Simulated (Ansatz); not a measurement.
Isomers of C$_{2}$H$_{6}$BGaO, relaxed with PBE0-D4/def2-TZVP in Ansatz; electronic energies, one conformer each and not always the lowest. Functionals use def2-TZVPP; CBS adds triple-zeta CCSD(T) − MP2 to the MP2 limit of def2-TZVPP and def2-QZVPP.

Outer-core shells of Ga are correlated without core-valence functions. Scalar relativity is left out up to krypton. Spin–orbit coupling is left out.

(1) Order them by energy at frozen-core CCSD(T)/CBS, lowest first. (An estimate is asked.)
A. `[CH3][Ga]1[BH]O[CH2]1`
B. `[BH]1CO[CH2][GaH]1`
C. `B[CH2][Ga]1[CH2][O]1`

(2) How do PBE0-D4, B3LYP, B3LYP-D4, ωB97M-V place them (kcal/mol, against `[CH3][Ga]1[BH]O[CH2]1`)? (Best estimate.)

Answers

(1) A (0.0 kcal/mol), C (27.8 kcal/mol), B (41.4 kcal/mol).

(2) The calculation gave: 
```tsv
isomer	PBE0-D4	B3LYP	B3LYP-D4	ωB97M-V
`B[CH2][Ga]1[CH2][O]1`	26.9	22.9	22.2	29.4
`[BH]1CO[CH2][GaH]1`	36.3	41.1	39.7	39.1
```

B3LYP here is the variant with VWN-RPA as its local correlation; programs differ in this.
